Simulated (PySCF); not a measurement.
GeF2ClBr, SMILES [F][Ge]([F])([Cl])[Br].

The structure is a stationary point at TPSSh-D3(BJ)/def2-SVP.

Level of theory: PySCF with M06-2X/def2-TZVP.

Isolated molecule, no solvent.

Computed frontier levels, gap, dipole moment and polarisability:
The highest occupied level is -10.86 eV and the lowest empty level is -1.11 eV. The orbital gap is 9.75 eV, the dipole moment is 0.325 e·Å and the quadrupole, principal values (traceless, Buckingham form, about the centre of nuclear charge) is -3.04, -1.70, 4.74 D·Å. The mean static polarisability is 54.9 bohr³ (8.13 Å³). The polarisability, principal values comes out as 44.0, 51.1, 69.6 bohr³.
